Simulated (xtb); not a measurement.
xtb input:

```bash
xtb mol.xyz --gfn 1 --sp --chrg 1 --uhf 0
```
mol.xyz:
```
5

Zn    -0.34635109    -0.19918104    -0.27335905
C      1.09346963     0.62883710     0.86302549
H      1.56320467    -0.22494741     1.34319911
H      0.54464400     1.28148225     1.53608599
H      1.72186619     1.14587364     0.14333342
```

Which total energy does the run end on?

-4.03541 Eh (GFN1-xTB).
